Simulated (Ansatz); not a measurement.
One change: `[AlH2][CH2]CBr` becomes `CCCCBr`.

Ansatz, PBE0-D4/def2-TZVP geometries, multiplicity 1. Each molecule was computed in one conformer, which needn't be the lowest.

Scalar relativity is left out up to krypton.

```
                                        property  `[AlH2][CH2]CBr`
           HOMO–LUMO gap (B3LYP/def2-TZVPP) / eV              5.39
             LUMO energy (B3LYP/def2-TZVPP) / eV             -1.93
              LUMO energy (PBE0/def2-TZVPP) / eV             -1.70
         HOMO–LUMO gap (ωB97M-V/def2-TZVPP) / eV              9.63
             HOMO–LUMO gap (PBE/def2-TZVPP) / eV              3.85
size of the dipole moment (B3LYP/def2-TZVPP) / D              2.04
```

Task: Give the same properties after the change, and the shifts. (An estimate is asked.)

Result: Computed: 
| property | `CCCCBr` | shift |
| --- | --- | --- |
| HOMO–LUMO gap (B3LYP/def2-TZVPP) / eV | 7.43 | 2.04 |
| LUMO energy (B3LYP/def2-TZVPP) / eV | -0.08 | 1.85 |
| LUMO energy (PBE0/def2-TZVPP) / eV | 0.21 | 1.91 |
| HOMO–LUMO gap (ωB97M-V/def2-TZVPP) / eV | 12.22 | 2.59 |
| HOMO–LUMO gap (PBE/def2-TZVPP) / eV | 5.63 | 1.78 |
| size of the dipole moment (B3LYP/def2-TZVPP) / D | 2.09 | 0.05 |

With PBE0 the HOMO falls by 0.19 eV and the LUMO rises by 1.91 eV, so the gap widens by about 2.10 eV. PBE moves the HOMO by -0.14 eV and ωB97M-V by -0.27 eV. Dipoles are sizes alone; their direction can turn.

B3LYP here is the variant with VWN-RPA as its local correlation; programs differ in this.

Spin–orbit coupling is left out; it splits and shifts lone-pair levels of the heavy atoms by tenths of an eV.
